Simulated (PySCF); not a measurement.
PySCF input for Sb(OEt)3 (C6H15O3Sb), SMILES [Sb]([O]CC)([O]CC)[O]CC, IEF-PCM-M06-2X/def2-SVP. Geometry optimised at PBE0-D3(BJ)/def2-SVP. The isomer is the one that the SMILES or the coordinates give; other isomers of the formula were not compared. The def2 effective core potentials stand for the cores of Sb; spin–orbit coupling is left out. Other conformers were not sampled.

```python
import numpy as np
from pyscf import gto, scf, dft
from pyscf.solvent import pcm

mol = gto.M(
    atom='''
    Sb   -0.32296560    0.44313522    0.97926983
    O    -1.49754099    0.75531359   -0.57666070
    C    -1.61156799   -0.09054457   -1.70256054
    C    -2.64546662   -1.17484941   -1.48723535
    H    -1.90141778    0.55517377   -2.55052855
    H    -0.64342185   -0.55458654   -1.96054662
    H    -3.61205180   -0.73499893   -1.19808440
    H    -2.79285562   -1.76302771   -2.40680731
    H    -2.31283889   -1.85962182   -0.69269754
    O     1.39008836    1.21125310    0.34467407
    C     1.84463588    1.11301214   -0.98657868
    C     1.36839632    2.27892205   -1.82869149
    H     2.94884353    1.09438419   -0.95132036
    H     1.53233997    0.15618197   -1.44797751
    H     1.69798558    3.22974712   -1.38360739
    H     1.77017514    2.21648433   -2.85218666
    H     0.26948376    2.28866909   -1.88233465
    O     0.07678071   -1.41681238    0.38526495
    C     1.28869921   -2.06179321    0.69901679
    C     1.63628686   -3.03675653   -0.40401858
    H     2.11171761   -1.33104731    0.82203744
    H     1.19539793   -2.60457666    1.66042895
    H     1.78124755   -2.50754641   -1.35819550
    H     2.56159025   -3.58424294   -0.16647756
    H     0.82452364   -3.76686597   -0.54028307
    ''',
    basis='def2-SVP',
    ecp={'Sb': 'def2-svp'},
    charge=0,
    spin=0,
    max_memory=1600,
    verbose=3,
)
mf = dft.RKS(mol, xc='m06-2x').density_fit(auxbasis='def2-universal-jkfit')
mf.grids.level = 4
mf.conv_tol = 1e-9
mf.max_cycle = 100
mf.kernel()
res = {}
for name, eps in {'water': 78.355, 'diethylether': 4.24, 'chlorobenzene': 5.6968}.items():
    s = mf.PCM()
    s.with_solvent.method, s.with_solvent.eps, s.with_solvent.lebedev_order = 'IEF-PCM', eps, 17
    s.kernel(mf.make_rdm1())
    res[name] = (s.e_tot, eps, s.dip_moment(), s.mo_energy, s.converged)
    print(f'{name}: electrostatic solvation free energy {(s.e_tot - mf.e_tot) * 627.509474:.3f} kcal/mol')
```

It prints:

```
converged SCF energy = -702.959702579039

WARN: PCM is an experimental feature. It is still in testing.
Features and APIs may be changed in the future.

converged SCF energy = -702.968310564153
Dipole moment(X, Y, Z, Debye):  0.69106, -1.05111,  0.60853
water: electrostatic solvation free energy -5.402 kcal/mol

WARN: PCM is an experimental feature. It is still in testing.
Features and APIs may be changed in the future.

converged SCF energy = -702.965386467843
Dipole moment(X, Y, Z, Debye):  0.60690, -0.97438,  0.55493
diethylether: electrostatic solvation free energy -3.567 kcal/mol

WARN: PCM is an experimental feature. It is still in testing.
Features and APIs may be changed in the future.

converged SCF energy = -702.966083831513
Dipole moment(X, Y, Z, Debye):  0.62528, -0.99293,  0.56800
chlorobenzene: electrostatic solvation free energy -4.004 kcal/mol
```

The run converged.
